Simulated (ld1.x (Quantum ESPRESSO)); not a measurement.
**boron (B), PAW: configuration errors across variants**

```json
{
  "Element": "B",
  "Generator": "ld1.x (Quantum ESPRESSO) 7.5",
  "Type": "PAW",
  "Functional": "LDA (PZ)",
  "Relativity": "scalar-relativistic",
  "Frozen core": "[He]",
  "Valence charge": "3",
  "Reference configuration": "2s2 2p0.5 (charge +0.5)",
  "Partial waves": "2s (bound): rcut 1.30, rcutus 1.45 bohr; 2s channel at -0.5 Ry: rcut 1.30, rcutus 1.45 bohr; 2p (bound): rcut 2.40, rcutus 2.90 bohr; 2p channel at 0.25 Ry: rcut 2.40, rcutus 2.90 bohr; 3d channel at 0.3 Ry: rc 2.70 bohr",
  "Local potential": "the d channel",
  "Core correction": "Bessel-smoothed model core inside 1.05 bohr",
  "Augmentation charge": "PSQ, inside the norm-conserving radii"
}
```

All-electron excitation energies from the reference (eV): (1) 2s2 2p1 -2.943; (2) 2s2 2p0 5.384; (3) 2s1 2p0 30.688; (4) 2s1 2p2 2.743; (5) 2s1 2p1 11.340; (6) 2s2 2p1.3 -3.715; (7) 2s0 2p3 8.458; (8) 2s2 2p0.5 spin -0.074; (9) 2s2 2p1 spin -3.178.

Spin tests fill each open shell by Hund’s rule, majority spin first.

A true bound ghost makes a file unfit for plane-wave use even where its test errors are small: the radial tests pick states by their node count and pass the ghost by.

Errors AE − PS in meV (a dash: test not solved or not reliable):

| change | (1) | (2) | (3) | (4) | (5) | (6) | (7) | (8) | (9) | bound ghosts |
| --- | --- | --- | --- | --- | --- | --- | --- | --- | --- | --- |
| base | -0.4 | -1.2 | -11 | +0.4 | -1.6 | -0.3 | -1.7 | -0.1 | -0.6 | none |
| all radii but the core radius scaled by about 0.78 (s 1.14, p 2.26, d 2.10 bohr, rcut 1.02/1.88/2.10) | 0.0 | -7.4 | -16 | -9.6 | – | – | – | – | – | s |
| all radii but the core radius scaled by about 0.83 (s 1.20, p 2.40, d 2.22 bohr, rcut 1.08/1.98/2.22) | +6.0 | +9.7 | +5.9 | +37 | +1.6 | +12 | -1.9 | +2.2 | +13 | none |
| all radii but the core radius scaled by about 0.92 (s 1.34, p 2.66, d 2.48 bohr, rcut 1.20/2.20/2.48) | -0.2 | -1.0 | -10 | +1.0 | -1.0 | -0.1 | -1.8 | 0.0 | -0.4 | none |
| all radii but the core radius scaled by about 1.07 (s 1.56, p 3.10, d 2.88 bohr, rcut 1.38/2.56/2.88) | -0.5 | -1.3 | -12 | -0.1 | -2.7 | -0.1 | -1.5 | -0.1 | -0.8 | none |
| all radii but the core radius scaled by about 1.16 (s 1.68, p 3.36, d 3.12 bohr, rcut 1.50/2.78/3.12) | -0.4 | -1.6 | -13 | 0.0 | -3.6 | +0.7 | -1.0 | -0.1 | -0.8 | none |
| all radii but the core radius scaled by about 1.22 (s 1.78, p 3.54, d 3.30 bohr, rcut 1.60/2.94/3.30) | -0.3 | -1.9 | -15 | +0.4 | -4.2 | +1.7 | -0.4 | -0.1 | -0.8 | none |
| all radii but the core radius scaled by about 1.37 (s 1.98, p 3.98, d 3.70 bohr, rcut 1.78/3.30/3.70) | -0.9 | -2.2 | -21 | -0.8 | -4.5 | -1.0 | -2.0 | -0.1 | -1.1 | none |

(1) Give the same row for: all radii but the core radius scaled by about 1.32 (s 1.92, p 3.82, d 3.56 bohr, rcut 1.72/3.16/3.56).

## Answers

(1) -0.9, -2.2, -18, -0.9, -3.5, -1.1, -2.0, -0.1, -1.1; bound ghosts: none.
